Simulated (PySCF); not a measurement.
A geometry optimisation, step by step.

C6H13FOS.
Atom-mapped SMILES: `[CH3:1][CH2:2][CH:3]([CH2:4][CH3:5])[S@@:6](=[O:7])[CH2:8][F:9]` (hydrogens: H10, H11, H12 on C1; H13, H14 on C2; H15 on C3; H16, H17 on C4; H18, H19, H20 on C5; H21, H22 on C8)

Method: PBE0-D3(BJ)/def2-SVP geometry optimisation, gas phase (PySCF); density fitting, grid level 1; the optimiser is geomeTRIC in internal coordinates, started from a GFN2-xTB structure. 4 of its 9 geometries are shown. The frame can shift and turn from step to step; on so coarse a grid that alone can change the energy by a few meV, and forces under 0.02 eV/Å are noise.

Step 0: E = -22004.4302 eV, largest atomic force 2.541 eV/Å
```
atom  x, y, z in Å  |  force x, y, z in eV/Å
C1      2.303   -1.039   -0.610   -0.081   0.458   0.423
C2      1.558   -0.076    0.308   -0.125  -0.460  -0.655
C3      0.076    0.003   -0.034    0.161  -0.147   0.553
C4     -0.676    1.069    0.748    0.141   0.121  -0.494
C5     -0.417    2.475    0.220   -0.084  -0.613   0.223
S6     -0.643   -1.679    0.365    0.383   0.230  -2.351
O7     -1.356   -1.546    1.634   -1.124   0.060   2.278
C8     -2.017   -1.598   -0.913    0.751  -0.102  -0.412
F9     -1.488   -1.604   -2.168    0.140   0.040  -0.068
H10     2.204   -0.730   -1.648   -0.014   0.080  -0.453
H11     3.360   -1.059   -0.358    0.450  -0.083   0.042
H12     1.909   -2.047   -0.512   -0.115  -0.432  -0.028
H13     1.663   -0.399    1.346    0.051   0.008   0.403
H14     2.004    0.918    0.222    0.084   0.338   0.090
H15    -0.049    0.138   -1.110   -0.084  -0.008  -0.433
H16    -1.748    0.865    0.703   -0.308  -0.086   0.123
H17    -0.387    1.005    1.799   -0.040  -0.107   0.320
H18    -0.704    2.552   -0.827   -0.101   0.105  -0.439
H19    -0.997    3.199    0.788   -0.205   0.357   0.204
H20     0.633    2.740    0.309    0.447   0.200  -0.006
H21    -2.641   -2.485   -0.792   -0.159  -0.251   0.334
H22    -2.599   -0.684   -0.778   -0.168   0.292   0.346
```

Step 3: E = -22004.5724 eV, largest atomic force 0.056 eV/Å
```
atom  x, y, z in Å  |  force x, y, z in eV/Å
C1      2.270   -1.219   -0.618   -0.003   0.015   0.000
C2      1.545   -0.264    0.317    0.028   0.006  -0.018
C3      0.080   -0.033   -0.039   -0.011  -0.015  -0.014
C4     -0.574    1.097    0.745    0.015   0.009   0.004
C5     -0.179    2.479    0.247    0.006  -0.012   0.004
S6     -0.838   -1.612    0.281   -0.041   0.013   0.036
O7     -1.559   -1.477    1.597    0.011  -0.010   0.009
C8     -2.179   -1.326   -0.947    0.021  -0.023   0.003
F9     -1.690   -1.271   -2.211   -0.002   0.007  -0.018
H10     2.230   -0.862   -1.659    0.009   0.009  -0.002
H11     3.330   -1.321   -0.340   -0.001  -0.006   0.011
H12     1.821   -2.224   -0.596   -0.012  -0.003  -0.004
H13     1.598   -0.627    1.359    0.002  -0.009   0.007
H14     2.053    0.714    0.316    0.006   0.009   0.002
H15    -0.019    0.127   -1.128   -0.005  -0.004  -0.004
H16    -1.670    0.989    0.720   -0.004   0.003  -0.026
H17    -0.311    0.976    1.808   -0.014  -0.003   0.010
H18    -0.454    2.618   -0.811   -0.006   0.001  -0.005
H19    -0.686    3.263    0.828    0.003   0.002   0.008
H20     0.904    2.656    0.334    0.004  -0.003  -0.007
H21    -2.869   -2.176   -0.827   -0.004  -0.003   0.004
H22    -2.684   -0.386   -0.671   -0.002   0.017   0.000
```

Step 5: E = -22004.5754 eV, largest atomic force 0.100 eV/Å
```
atom  x, y, z in Å  |  force x, y, z in eV/Å
C1      2.268   -1.209   -0.624    0.001   0.009  -0.003
C2      1.534   -0.272    0.321   -0.027   0.016  -0.005
C3      0.070   -0.036   -0.047    0.081   0.032   0.048
C4     -0.583    1.106    0.720    0.011   0.003   0.002
C5     -0.143    2.479    0.235    0.005   0.001   0.006
S6     -0.848   -1.605    0.309    0.008  -0.029  -0.070
O7     -1.560   -1.445    1.626   -0.019   0.005   0.044
C8     -2.191   -1.341   -0.920    0.009   0.024  -0.025
F9     -1.705   -1.315   -2.188   -0.010  -0.008   0.033
H10     2.271   -0.811   -1.651    0.005  -0.004   0.004
H11     3.314   -1.346   -0.314   -0.004  -0.013   0.001
H12     1.794   -2.202   -0.654   -0.005   0.000  -0.003
H13     1.572   -0.655    1.357    0.015  -0.001  -0.006
H14     2.049    0.703    0.346   -0.021   0.004   0.003
H15    -0.024    0.113   -1.137   -0.015  -0.039  -0.002
H16    -1.680    1.021    0.656    0.007   0.018  -0.010
H17    -0.357    0.978    1.790   -0.012  -0.008  -0.004
H18    -0.398    2.632   -0.826   -0.004   0.002   0.001
H19    -0.636    3.274    0.815    0.001   0.001  -0.004
H20     0.943    2.625    0.339   -0.001   0.006  -0.005
H21    -2.886   -2.183   -0.780   -0.009   0.000  -0.004
H22    -2.687   -0.389   -0.666   -0.013  -0.019  -0.001
```

Step 8: E = -22004.5769 eV, largest atomic force under 0.02 eV/Å
```
atom  x, y, z in Å  |  force x, y, z in eV/Å
C1      2.263   -1.211   -0.621    0.000  -0.004   0.002
C2      1.527   -0.281    0.329    0.003  -0.005   0.005
C3      0.069   -0.040   -0.052   -0.017  -0.001  -0.005
C4     -0.585    1.121    0.682   -0.003  -0.004  -0.003
C5     -0.091    2.483    0.219    0.002   0.002   0.000
S6     -0.860   -1.600    0.325    0.002   0.004  -0.001
O7     -1.550   -1.428    1.653    0.004   0.002   0.001
C8     -2.220   -1.342   -0.888   -0.005   0.000   0.008
F9     -1.749   -1.321   -2.160    0.003   0.002  -0.006
H10     2.314   -0.784   -1.635   -0.002   0.000   0.000
H11     3.293   -1.397   -0.282    0.000   0.002   0.000
H12     1.757   -2.186   -0.697    0.002   0.000   0.001
H13     1.556   -0.678    1.360   -0.003   0.004   0.002
H14     2.041    0.693    0.371    0.005  -0.002  -0.005
H15    -0.022    0.078   -1.147    0.003   0.003  -0.001
H16    -1.679    1.072    0.560   -0.001   0.002   0.001
H17    -0.418    0.986    1.762    0.002  -0.002   0.000
H18    -0.308    2.648   -0.849    0.004  -0.001  -0.001
H19    -0.580    3.289    0.787   -0.002   0.000  -0.003
H20     0.995    2.601    0.357   -0.001   0.000   0.004
H21    -2.910   -2.187   -0.736    0.003  -0.001  -0.002
H22    -2.721   -0.394   -0.631    0.001   0.001   0.002
```

**Question.** Summarise the path.

**Answer.** The energy falls by 0.1467 eV from step 0 to step 8; nine tenths of that is first reached at step 2. It falls at every step. The largest force goes from 2.541 to under 0.02 eV/Å. Among the bonds S6=O7 changes most, from 1.461 to 1.506 Å; the atoms move by 0.120 Å rms after alignment.

The cost below is that of the whole optimisation. On an Arm Neoverse V1 with one thread, no GPU, shared host with 32 logical CPUs at a one-minute load of 12, this took 3.4 min of wall time and 0.87 GiB of memory at its peak.
